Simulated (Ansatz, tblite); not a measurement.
Cost and result up the ladder for the cluster Si₂F₃⁻ (5 atoms). The state is a singlet with charge -1. Geometry: PBE-D4/def2-SVPD.

```xyz
5

Si    0.571   -0.052   -0.180
Si   -1.198   -0.616    1.110
F     0.974    1.028   -1.434
F    -2.417    0.476    0.495
F     2.069   -0.836    0.008
```

Ansatz on 4 threads of Intel Xeon Platinum 8488C on a shared host; xTB runs through tblite on one thread. Times are rough, summed over both states, and most runs start from the orbitals of an earlier one. ωB97M-V/def2-TZVPD serves as the yardstick here, not as an exact answer. The other state is a quintet at its own geometry.

The xTB rows come from tblite. B3LYP takes the VWN-RPA correlation. Correlated methods freeze 13 core orbitals. The structure comes from a short search, and lower isomers may exist.

Run but left out: HF/STO-3G (singlet: restricted singlet, unstable in another Hartree–Fock run and untested here); HF/def2-TZVPD (singlet: restricted singlet, unstable towards broken spin symmetry).

Correlated methods converge slowly with the basis.

xTB has no spin-polarisation term.

```
                           level  functions  wall time  quintet − singlet (eV)  difference from ωB97M-V/def2-TZVPD (eV)                                               remarks
                        GFN1-xTB         30    0.007 s                    4.77                                     1.49                                                     –
                        GFN2-xTB         30    0.009 s                    4.75                                     1.47                                                     –
               PBE-D4/def2-TZVPD        206      2.8 s                    2.83                                    -0.45  HOMO above zero (quintet), HOMO above zero (singlet)
                  MP2/def2-TZVPD        206      4.5 s                    2.86                                    -0.42                     restricted SCF unstable (singlet)
              PBE0-D4/def2-TZVPD        206      4.5 s                    2.72                                    -0.57                                                     –
             B3LYP-D4/def2-TZVPD        206      4.7 s                    3.08                                    -0.20                             HOMO above zero (quintet)
            r2SCAN-D4/def2-TZVPD        206        5 s                    2.53                                    -0.75  HOMO above zero (quintet), HOMO above zero (singlet)
ωB97M-V/def2-TZVPD (with forces)        206       11 s                    3.29                                     0.00                                                     –
```
